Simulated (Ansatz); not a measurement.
Cl2GeH4OSi can be A, `Cl[SiH](Cl)[O][GeH3]`, or B, `O[SiH](Cl)[GeH2][Cl]`.

Program: Ansatz. Geometries: PBE0-D4/def2-TZVP. ΔE: electronic, gas phase. CCSD(T)/CBS adds triple-zeta CCSD(T) − MP2 to the extrapolated MP2 energy (def2 sets, frozen cores). Functionals use def2-TZVPP. B3LYP here is the variant with VWN-RPA as its local correlation; programs differ in this. For Ge outer-core shells are correlated without core-valence functions, which leaves a few kJ/mol of doubt a bond. Scalar relativity is left out up to krypton. Each species was taken in one conformer, which may not be the lowest.

Q: Which isomer does CCSD(T)/CBS put lower? Give the gap. (Best estimate.)

A: The calculation gave: A, by 65.7 kJ/mol.

Q: Give E(B) − E(A) in kJ/mol with HF/def2-TZVPP, ωB97M-V, PBE-D4, MP2/def2-TZVPP, CCSD/def2-TZVPP, CCSD(T)/def2-SVP, B3LYP-D4. (Estimate.)

A: Ansatz gave: HF/def2-TZVPP 84.0, ωB97M-V 65.3, PBE-D4 43.4, MP2/def2-TZVPP 73.4, CCSD/def2-TZVPP 70.4, CCSD(T)/def2-SVP 76.5, B3LYP-D4 60.1. None reverses the order clearly.

Q: Does the order hold for the free energy at 298.15 K (harmonic terms from PBE0-D4)? (Best estimate.)

A: The calculation gave: Yes: G(B) − G(A) = +74.7 kJ/mol, for one conformer each. Modes under 60 cm⁻¹, often nearly free rotors, make the harmonic entropy too high.

Largest T1 diagnostic: 0.011.

Leaving LDA and LC-ωPBE aside and taking each functional with its dispersion term where it has one, the values, not all of them listed here, spread over 25.9 kJ/mol, from PBE-D4 to BHLYP-D4. From BLYP to BHLYP (50 % exact exchange), in def2-TZVPP and without D4, E(B) − E(A) moves by +15.9 kJ/mol.
